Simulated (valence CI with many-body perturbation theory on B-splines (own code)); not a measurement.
Lu²¹⁺: E2, M1 decay

Method: valence CI with perturbative core correlation (CI+MBPT): four valence electrons over a frozen Dirac-Fock core [Kr] 4d10, a basis of 7 s, 7 p, 7 d, 7 f, 4 g, 2 h functions for each j, with the one-electron correlation potential Σ1, the two-electron term Σ2, the three-electron term Σ3, Breit, model QED; selected CI, second order for the rest, scaled by the run's own slope (own B-spline code, finite nucleus).

No measured spectrum was set against this ion. As an estimate, terms of the open shell hold to a few per cent of their energy, and close levels can change places.

Lines 51 to 100 of 120 in falling wavelength, among levels below 828330 cm⁻¹, chosen from the decays that carry over 1 % of a level's rate. Wavelengths and rates use the calculated energies, so an error of 2000 cm⁻¹ moves a line at 459.7 nm by 9.2 % and its rate by three times that or more. Electric multipoles are in the length gauge, E1 and E2 with the static RPA response of the core. S is in atomic units (e²a₀⁴ for E2 and M2, e²a₀⁶ for E3), for M1 in squared Bohr magnetons. Weak lines are less certain than strong ones. Lines between different terms over intervals too small for the method are left out, as are lines whose strength nearly cancels. Where a level lies close to another of its J and parity, the split of strength between their lines is uncertain.

Names give the largest LS component (configuration and term), which can be under half, so a name can repeat, a term be missing and a line seem to break the LS rules; names also repeat where a configuration has a term twice. Letters in brackets count levels of one name in rising energy.

```tsv
λ vac (nm)	Upper	Lower	Type	A (s⁻¹)	S (a.u.)
459.7	4f⁴ ³G_3 [a]	4f⁴ ⁵F_3	M1	4.91e+01	1.24e+00
455.9	4f⁴ ³D_3 [a]	4f⁴ ⁵F_4	M1	3.17e+01	7.80e-01
451.7	4f⁴ ³F_4 [a]	4f⁴ ⁵F_4	M1	3.33e+01	1.03e+00
442.5	4f⁴ ³F_4 [a]	4f⁴ ⁵F_5 [a]	M1	6.66e+01	1.92e+00
434.6	4f⁴ ³K_8 [a]	4f⁴ ³L_7 [a]	M1	2.85e+01	1.48e+00
430.8	4f⁴ ³L_7 [a]	4f⁴ ⁵I_7	M1	6.80e+01	3.03e+00
429.4	4f⁴ ³L_7 [b]	4f⁴ ³K_6 [a]	M1	1.71e+02	7.53e+00
425.2	4f⁴ ³P_1 [a]	4f⁴ ⁵S_2	M1	1.08e+02	9.21e-01
423.8	4f⁴ ³I_5 [a]	4f⁴ ⁵F_5 [a]	M1	2.11e+01	6.55e-01
404.0	4f⁴ ¹D_2 [a]	4f⁴ ⁵G_2	M1	1.07e+01	1.31e-01
394.7	4f⁴ ³D_3 [a]	4f⁴ ⁵G_3	M1	2.42e+01	3.86e-01
391.6	4f⁴ ³F_4 [a]	4f⁴ ⁵G_3	M1	6.16e+00	1.23e-01
379.3	4f⁴ ¹D_2 [a]	4f⁴ ⁵S_2	M1	8.37e+01	8.47e-01
374.1	4f⁴ ³H_6 [a]	4f⁴ ⁵F_5 [a]	M1	5.02e+00	1.27e-01
370.0	4f⁴ ³D_2 [a]	4f⁴ ⁵F_1	M1	7.87e+01	7.39e-01
367.3	4f⁴ ³I_5 [a]	4f⁴ ³K_6 [a]	M1	1.30e+01	2.63e-01
365.7	4f⁴ ³K_6 [a]	4f⁴ ⁵I_6	M1	4.31e+01	1.02e+00
362.1	4f⁴ ³M_8	4f⁴ ⁵I_7	M1	4.76e+01	1.43e+00
361.6	4f⁴ ³D_3 [a]	4f⁴ ⁵G_2	M1	5.43e+00	6.66e-02
353.3	4f⁴ ³G_4 [a]	4f⁴ ⁵I_5	M1	3.68e+01	5.41e-01
347.3	4f⁴ ³D_2 [a]	4f⁴ ⁵F_2	M1	4.99e+00	3.87e-02
344.3	4f⁴ ³G_3 [a]	4f⁴ ⁵F_2	M1	5.55e+00	5.88e-02
341.7	4f⁴ ³D_3 [a]	4f⁴ ⁵S_2	M1	1.79e+01	1.85e-01
341.5	4f⁴ ¹D_2 [a]	4f⁴ ⁵F_3	M1	8.91e+00	6.58e-02
329.4	4f⁴ ³H_6 [a]	4f⁴ ³K_6 [a]	M1	1.07e+01	1.85e-01
323.4	4f⁴ ³L_7 [a]	4f⁴ ⁵I_6	M1	1.19e+02	2.23e+00
322.9	4f⁴ ⁵F_5 [a]	4f⁴ ⁵I_6	M1	2.39e+01	3.27e-01
312.9	4f⁴ ³P_1 [a]	4f⁴ ⁵F_1	M1	8.87e+01	3.02e-01
311.7	4f⁴ ⁵F_2	4f⁴ ⁵I_4	E2	9.74e-03	1.28e-02
308.8	4f⁴ ³F_4 [a]	4f⁴ ⁵F_3	M1	3.49e+01	3.43e-01
296.0	4f⁴ ³D_3 [a]	4f⁴ ³G_4 [a]	M1	1.32e+01	8.92e-02
294.3	4f⁴ ³F_4 [a]	4f⁴ ³G_4 [a]	M1	6.76e+01	5.75e-01
287.3	4f⁴ ¹D_2 [a]	4f⁴ ⁵F_1	M1	8.66e+01	3.81e-01
285.9	4f⁴ ³I_5 [a]	4f⁴ ³G_4 [a]	M1	4.76e+01	4.54e-01
277.3	4f⁴ ³K_6 [a]	4f⁴ ⁵I_5	M1	1.63e+02	1.68e+00
273.5	4f⁴ ¹D_2 [a]	4f⁴ ⁵F_2	M1	9.94e+00	3.77e-02
268.6	4f⁴ ³P_0 [a]	4f⁴ ⁵F_1	M1	2.16e+01	1.55e-02
265.4	4f⁴ ³M_9	4f⁴ ⁵I_8	M1	3.36e+01	4.43e-01
264.8	4f⁴ ³G_4 [a]	4f⁴ ⁵I_4	M1	1.35e+02	8.34e-01
254.2	4f⁴ ³K_8 [a]	4f⁴ ⁵I_8	M1	4.81e+01	4.98e-01
254.0	4f⁴ ⁵F_3	4f⁴ ⁵I_4	M1	3.81e+00	1.62e-02
253.4	4f⁴ ³D_3 [a]	4f⁴ ⁵F_2	M1	2.19e+00	9.25e-03
252.0	4f⁴ ⁵F_5 [a]	4f⁴ ⁵I_5	M1	2.89e+01	1.89e-01
249.1	4f⁴ ⁵F_4	4f⁴ ⁵I_5	M1	4.11e+01	2.12e-01
243.1	4f⁴ ⁵D_0	4f⁴ ⁵F_1	M1	1.39e+01	7.42e-03
242.4	4f⁴ ⁵F_5 [b]	4f⁴ ⁵I_6	M1	6.34e+01	3.68e-01
233.1	4f⁴ ⁵D_0	4f⁴ ⁵F_2	E2	5.14e-01	3.16e-02
233.0	4f⁴ ³L_7 [b]	4f⁴ ⁵I_7	M1	2.33e+01	1.64e-01
230.6	4f⁴ ³L_8	4f⁴ ⁵I_7	M1	4.47e+00	3.45e-02
230.6	4f⁴ ⁵G_6	4f⁴ ⁵I_7	M1	4.31e+01	2.55e-01
```
